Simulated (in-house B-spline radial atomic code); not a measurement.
B: [He] 2s1 2p2 (an excited or competing configuration)

Method: non-relativistic PBE0, spin-polarised, spherical fractional occupations, point nucleus. Calculated with a radial B-spline atomic code at the basis-set limit.

Screening seen three ways: the hydrogenic charge with the same mean radius, Z_r = [3n² - l(l+1)]/(2<r>), the one with the same energy, Z_e = n√(-2ε), and Slater's rules. Values are occupation-weighted means over spin.

```tsv
shell	electrons	ε (eV)	<r> (bohr)	Z_r	Z_e	Slater
1s	2	-187.99	0.3285	4.57	3.72	4.70
2s	1	-12.787	1.893	3.17	1.94	2.60
2p	2	-5.3806	2.167	2.31	1.26	2.60
```

The least bound orbital is 2p up at -5.381 eV, and it is also the most diffuse (<r> = 2.167 bohr).

Caution: exact exchange at fractional occupations of open shells leaves self-interaction of up to several eV.
